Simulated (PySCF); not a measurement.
This PySCF input asks for the NMR shieldings of `InChI=1S/C6H13FSSi/c1-5(2)4-6(8-3)9-7/h4-5H,9H2,1-3H3/b6-4+`; the geometry comes from GFN2-xTB.

```python
import basis_set_exchange as bse
import numpy as np
from pyscf import gto, dft
from pyscf.prop import nmr

atoms = """
C     2.935577   -0.975088   -1.351347
S     1.474903   -1.240814   -0.303855
C     0.771633    0.389211   -0.181847
C    -0.520959    0.516621    0.133578
C    -1.482042   -0.599918    0.389101
C    -1.632359   -0.808403    1.899592
C    -2.836062   -0.292083   -0.248200
Si    1.889058    1.892670   -0.361658
F     0.972663    3.165432    0.000695
H     3.672822   -0.370762   -0.831934
H     2.639006   -0.505645   -2.283504
H     3.339553   -1.963642   -1.548430
H    -0.924408    1.514582    0.243795
H    -1.074234   -1.519564   -0.045308
H    -0.669530   -1.048479    2.343949
H    -2.320603   -1.626494    2.099358
H    -2.017717    0.093985    2.369948
H    -3.257389    0.617382    0.176042
H    -3.531516   -1.109587   -0.071942
H    -2.730191   -0.155023   -1.322264
H     2.327871    2.143883   -1.728295
H     2.963515    1.901124    0.621675
"""
names = dict.fromkeys(["C", "S", "Si", "F", "H"], "pcSseg-1")
basis = {el: gto.basis.parse(bse.get_basis(n, elements=[el], fmt="nwchem")) for el, n in names.items()}
mol = gto.M(atom=atoms, basis=basis, charge=0, verbose=0)
mf = dft.RKS(mol, xc="PBE0")
mf.grids.level = 2
mf.grids.alignment = dft.numint.BLKSIZE   # the property module wants whole blocks of grid points
mf.conv_tol = 1e-9
mf.kernel()

calc = nmr.RKS(mf)   # GIAO
C = mf.mo_coeff
Co = C[:, mf.mo_occ > 0]
resp = mf.gen_response(singlet=True, hermi=2)
def vind(x):   # induced exchange potential for any number of trial vectors
    d = np.einsum("pi,xij,qj->xpq", C, 2 * x.reshape(-1, C.shape[1], Co.shape[1]), Co, optimize=True)
    return np.einsum("xpq,pi,qj->xij", resp(d - d.transpose(0, 2, 1)), C, Co, optimize=True).ravel()
mo1, _ = nmr.rhf.solve_mo1(calc, with_cphf=vind)
sigma = calc.kernel(mo1)
for i, s in enumerate(sigma):   # ppm
    w = np.linalg.eigvalsh((s + s.T) / 2)
    print("%2d %-2s iso %8.1f  s11 %8.1f  s22 %8.1f  s33 %8.1f" % (i, mol.atom_pure_symbol(i), w.mean(), *w))
```

Task: Give the expected output.

Result: 
```
 0 C  iso    169.3  s11    156.1  s22    163.6  s33    188.1
 1 S  iso    492.9  s11    320.3  s22    455.8  s33    702.6
 2 C  iso     52.5  s11    -33.1  s22     54.7  s33    135.9
 3 C  iso     30.1  s11    -88.3  s22     34.0  s33    144.8
 4 C  iso    153.1  s11    139.1  s22    154.5  s33    165.5
 5 C  iso    163.5  s11    146.1  s22    158.3  s33    186.2
 6 C  iso    163.0  s11    148.7  s22    154.1  s33    186.2
 7 Si iso    361.2  s11    324.8  s22    335.0  s33    423.8
 8 F  iso    402.9  s11    369.4  s22    405.5  s33    433.9
 9 H  iso     29.4  s11     24.0  s22     28.1  s33     36.1
10 H  iso     29.4  s11     24.6  s22     27.6  s33     36.0
11 H  iso     29.7  s11     24.6  s22     26.7  s33     37.8
12 H  iso     25.5  s11     22.5  s22     23.0  s33     30.9
13 H  iso     28.7  s11     24.4  s22     27.5  s33     34.1
14 H  iso     30.6  s11     25.2  s22     30.3  s33     36.2
15 H  iso     30.6  s11     26.6  s22     27.7  s33     37.5
16 H  iso     30.9  s11     27.6  s22     28.8  s33     36.2
17 H  iso     30.8  s11     27.5  s22     28.8  s33     36.0
18 H  iso     30.6  s11     26.3  s22     28.0  s33     37.4
19 H  iso     30.5  s11     25.9  s22     28.7  s33     37.0
20 H  iso     26.3  s11     22.1  s22     26.4  s33     30.4
21 H  iso     26.2  s11     22.4  s22     25.8  s33     30.6
```

These numbers come from an equivalent density-fitted implementation of the same equations, which agrees with the script to about 0.01 ppm for H and up to a few tenths of a ppm for heavy atoms, so last digits may differ.

Task: Turn these shieldings into chemical shifts. Scale: 13C (186.93 ppm), 29Si (349.16 ppm), 1H (31.72 ppm) against TMS; CS2 for 33S (503.73 ppm); CFCl3 for 19F (170.95 ppm) (reference shieldings calculated alike).

Result: Averaging equivalent atoms: C 3: 156.8; C 2: 134.4; C 4: 33.9; C 5/6: 23.7; C 0: 17.7; S 1: 11; Si 7: -12.0; F 8: -232.0; H 12: 6.25; H 20/21: 5.45; H 13: 3.03; H 9/10/11: 2.22; H 14/15/16/17/18/19: 1.06 ppm. Unscaled 19F shifts against computed CFCl3 carry errors that often reach 10 to 50 ppm.

Size and cost of the density-fitted run: 232 basis functions, 72 s wall time on 1 thread of an Arm Neoverse V1, shared host; peak memory 1 GiB.
